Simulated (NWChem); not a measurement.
BeH2; SMILES [BeH2]

```xyz
3

Be     0.0000     0.0000     0.0000
H      0.0000     0.0000     1.3390
H      0.0000     0.0000    -1.3390
```
Atoms are numbered in this order, from 1.

Coordinates come from a PBE0/def2-SVP optimisation.

**Question.** List the 4 lowest vertical singlet excitations from PBE/6-31G* (spherical d), TDA (NWChem).

**Answer.** 
```csv
state,energy (eV),oscillator strength,leading excitation (squared amplitude)
S1,6.12,0.000,HOMO → LUMO (0.83)
S2,6.12,0.000,HOMO → LUMO+1 (0.83)
S3,7.90,0.447,HOMO−1 → LUMO (0.79)
S4,7.90,0.447,HOMO−1 → LUMO+1 (0.79)
```
